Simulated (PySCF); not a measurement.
**Electronic absorption of C4H5Cl3Si**

Compound: C4H5Cl3Si.
InChI=1S/C4H5Cl3Si/c5-4(6,7)2-1-3-8/h3H2,8H3

Theory: TDDFT PBE0/def2-SVPD, vertical, gas phase, core orbitals frozen in the response in PySCF. Isolated species at its GFN2-xTB geometry, gas phase.

```json
{"state": "S1", "E (eV)": "5.35", "E (hartree)": "0.1967", "f": "0.0004", "symmetry": "–", "main configurations (H = HOMO, L = LUMO)": "H→L+1 (92%)"}
{"state": "S2", "E (eV)": "5.57", "E (hartree)": "0.2048", "f": "0.028", "symmetry": "A′", "main configurations (H = HOMO, L = LUMO)": "H→L (61%), H-1→L+1 (36%)"}
{"state": "S3", "E (eV)": "5.69", "E (hartree)": "0.2089", "f": "0.0008", "symmetry": "–", "main configurations (H = HOMO, L = LUMO)": "H-1→L (89%)"}
{"state": "S4", "E (eV)": "5.80", "E (hartree)": "0.2130", "f": "0.0006", "symmetry": "–", "main configurations (H = HOMO, L = LUMO)": "H→L+2 (96%)"}
{"state": "S5", "E (eV)": "6.03", "E (hartree)": "0.2217", "f": "0.0004", "symmetry": "–", "main configurations (H = HOMO, L = LUMO)": "H-1→L+2 (91%)"}
{"state": "S6", "E (eV)": "6.16", "E (hartree)": "0.2264", "f": "0.0000", "symmetry": "–", "main configurations (H = HOMO, L = LUMO)": "H-2→L+2 (92%)"}
{"state": "S7", "E (eV)": "6.36", "E (hartree)": "0.2339", "f": "0.0082", "symmetry": "A′", "main configurations (H = HOMO, L = LUMO)": "H-2→L+1 (93%)"}
{"state": "S8", "E (eV)": "6.38", "E (hartree)": "0.2343", "f": "0.0072", "symmetry": "A″", "main configurations (H = HOMO, L = LUMO)": "H-2→L (89%)"}
```

Triplets, Tamm–Dancoff:

```
state  E (eV)  λ (nm)  main configurations (H = HOMO, L = LUMO)
   T1    4.62   268.6                  H→L (59%), H-1→L+1 (27%)
   T2    4.94   250.9                  H→L+1 (69%), H-1→L (20%)
   T3    4.98   248.9                  H-1→L+1 (59%), H→L (31%)
```

The lowest singlet lies at 5.35 eV (232 nm, ultraviolet) and is dark (f under 0.0005); its leading configuration is HOMO→LUMO+1 (92%). The most intense listed level is S2 at 5.57 eV (222 nm, f = 0.028), 0.22 eV above S1. Löwdin shares by element: HOMO carbon 68% or more, chlorine 12% or more (atoms not listed hold the other 20%); LUMO (one of a set within 0.03 eV) carbon 47% or more, chlorine 28% or more (atoms not listed hold the other 25%). The listed states span 1.02 eV. The oscillator strengths of these states sum to 0.045; summed over the whole spectrum of an exact calculation they would give the number of electrons, 94 (Thomas–Reiche–Kuhn). Weighted by f, the mean energy of these states is 5.85 eV. Symmetry labels in Cs follow from the direction of the transition dipole and are given only for states with f of 0.002 or more. Singlets were solved by full linear response, triplets in the Tamm–Dancoff approximation.
